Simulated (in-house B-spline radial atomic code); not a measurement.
**Neutral neon: [He] 2s2 2p6 (an excited or competing configuration)**

Computed with an all-electron radial atomic-structure program (B-spline basis): Dirac-Hartree-Fock, average of configuration, Fermi nucleus of rms radius 3.0055 fm.

Effective charges: Z_r = [3n² - l(l+1)]/(2<r>) from the radius, Z_e = n√(-2ε) from the energy, and Slater's rules. Values are occupation-weighted means over j.

| shell | electrons | ε (eV) | <r> (bohr) | Z_r | Z_e | Slater |
| --- | --- | --- | --- | --- | --- | --- |
| 1s | 2 | -893.01 | 0.1574 | 9.53 | 8.10 | 9.70 |
| 2s | 2 | -52.677 | 0.8905 | 6.74 | 3.94 | 5.85 |
| 2p | 6 | -23.124 | 0.9651 | 5.18 | 2.61 | 5.85 |

The least bound orbital is 2p3/2 at -23.08 eV, and it is also the most diffuse (<r> = 0.966 bohr).

Spin-orbit splittings of the orbital energies (j = l + 1/2 above j = l - 1/2 when positive): 2p 0.1241 eV.

For the 1s electron the small component carries 0.123 % of the norm, the zero-frequency Breit interaction raises the level by 0.3726 eV, self-energy by 0.1445 eV, and vacuum polarisation lowers it by 0.00774 eV.
